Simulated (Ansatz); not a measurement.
A structure relaxed at PBE0-D4/def2-TZVP, charge 0, multiplicity 1:

```xyz
11

C     1.4802   -0.8259    1.0550
Sn    0.0394    0.6597    0.5538
F    -1.2783    0.5206    1.9680
Si   -1.3165    0.2664   -1.6052
F    -1.3903   -1.3145   -1.8770
H     2.3346   -0.7670    0.3798
H     1.0267   -1.8132    0.9774
H     1.8160   -0.6585    2.0782
H     0.6430    2.2532    0.7246
H    -2.7004    0.7847   -1.4761
H    -0.6544    0.8943   -2.7786
```

Q: Give its formula and SMILES.

A: CH6F2SiSn, `[CH3][SnH]([F])[SiH2]F`.

Q: Summarise the bond lengths by kind.

A: 1 × C–Sn 2.129 Å; 3 × C–H 1.089 to 1.091 Å; 1 × F–Sn 1.938 Å; 1 × Si–Sn 2.580 Å; 1 × H–Sn 1.713 Å; 1 × F–Si 1.606 Å; 2 × H–Si 1.483 to 1.486 Å.

All numbers were calculated with Ansatz.
